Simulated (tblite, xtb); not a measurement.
CHCl, singlet, at a GFN2-xTB geometry. Base run: GFN1-xTB (xtb 6.7.1).

Input for xtb:
```
$ xtb mol.xyz --gfn 1 --json

# file mol.xyz
3

C     -1.02555045     0.51141695     0.04925011
Cl     0.46670147    -0.16319083    -0.01323040
H     -1.78062225    -0.29425759    -0.07058381
```

Programs used: tblite, xtb; a row that names a program was run with it.

Each row names what was changed in the base input (with any setting that the change needs).

```tsv
change	ΔE vs base (kcal/mol)	HOMO-LUMO gap (eV)	dipole (D)	G_solv (kcal/mol)	SCF cycles
base	0.000	1.39	1.68	-	8
alpb = ch2cl2	-1.73	1.39	1.70	-1.73	8
acc = 1000	0.000	1.39	1.68	-	5
etemp = 10000	…	…	…	-	8
program = tblite; method = gfn1; option = --grad	0.000	-	-	-	-
etemp = 3000	-1.56	1.39	1.59	-	8
alpb = chcl3	-1.96	1.39	1.70	-1.97	8
program = tblite; method = gfn1; option = --spin-polarized	0.000	-	-	-	-
program = tblite; method = gfn1; option = (--alpb, water)	-0.241	-	-	-	-
etemp = 1000	-0.002	1.39	1.68	-	8
program = tblite; method = gfn1; option = (--guess, eeq)	0.000	-	-	-	-
acc = 0.1	0.000	1.39	1.68	-	8
program = tblite; method = gfn1	0.000	-	-	-	-
gbsa = acetonitrile	…	1.39	1.70	…	8
file = coord	0.000	1.39	1.68	-	8
```

Question: Complete the blanks.

Answer: 
- etemp = 10000, ΔE vs base (kcal/mol): -30.63
- etemp = 10000, HOMO-LUMO gap (eV): 1.41
- etemp = 10000, dipole (D): 1.25
- gbsa = acetonitrile, ΔE vs base (kcal/mol): -0.91
- gbsa = acetonitrile, G_solv (kcal/mol): -0.92

ALPB and GBSA are two models with their own fitted parameters for each solvent, which aren't always the measured dielectric constant.
